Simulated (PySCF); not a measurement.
How methods differ on the fine-structure interval of W(43+)

W(43+) [Ar] 3d10 4s2 4p1 [4p1/2^1, M_J = 1/2] → W(43+) [Ar] 3d10 4s2 4p1 [4p3/2^1, M_J = 3/2], as a difference of total energies. Computed with PySCF 2.14 in an uncontracted even-tempered set (16 s from 5.5 bohr⁻², ratio 2.8; 13 p from 7.2 bohr⁻², ratio 2.8; 8 d from 13 bohr⁻², ratio 2.8; 4 f from 30 bohr⁻², ratio 3), with the two-component X2C-1e Hamiltonian. Correlated levels: [Ne] frozen; the 72 highest virtual spinors dropped. "Screened" scales the spin-orbit matrix elements by Boettger's factors to mimic the two-electron term; Breit and QED terms are absent.

```
                    method  fine-structure interval (cm⁻¹)
 GHF (screened spin-orbit)                          790090
GMP2 (screened spin-orbit)                          787550
     GHF (bare spin-orbit)                          814420
```
